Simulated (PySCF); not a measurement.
Compound: potassium hydride, KH.
Cartesian coordinates in Å at the PBE0-D3(BJ)/def2-SVP level; atoms count from 1:
```xyz
2
KH angstrom
K      1.1459   -0.0321    0.0024
H     -1.1284    0.0033   -0.0145
```

Method used: PBE0-D3(BJ)/def2-SVP geometry optimisation, gas phase in PySCF.

Masses are those of the commonest isotopes; rigid-rotor values at the optimised geometry. 

(1) What are the moment of inertia and the rotational constant?

(2) List the first levels of a rigid rotor in a Σ state.

(3) Where do the first rotational lines fall?

(4) Estimate the classical rotational partition function at 25 K, 50 K and 100 K.

Answers

(1) I = 5.083 u·Å², B = 505379 MHz·u·Å²/I = 99431 MHz (3.3167 cm⁻¹, or 4.772 K as hB/k). For two atoms I = μr² with μ = 0.9824 u and r = 2.2746 Å.

(2) E(J) = BJ(J+1): J = 1: 6.633, J = 2: 19.900, J = 3: 39.800, J = 4: 66.334, J = 5: 99.500, J = 6: 139.300 cm⁻¹.

(3) The dipole is 7.86 D; J+1 ← J lies at 2B(J+1): 1 ← 0 at 198.86 GHz, 2 ← 1 at 397.73 GHz, 3 ← 2 at 596.59 GHz, 4 ← 3 at 795.45 GHz, 5 ← 4 at 994.31 GHz, 6 ← 5 at 1193.18 GHz.

(4) Point group C∞v, symmetry number σ = 1; q = kT/(σhB), k/h = 20836.6 MHz/K: 5.2 at 25 K, 10.5 at 50 K, 21.0 at 100 K.

PBE0-D3(BJ)/def2-SVP frequencies: not computed here. These are rigid-rotor constants of the computed structure; measured ground-state constants (B0) also hold zero-point vibration.
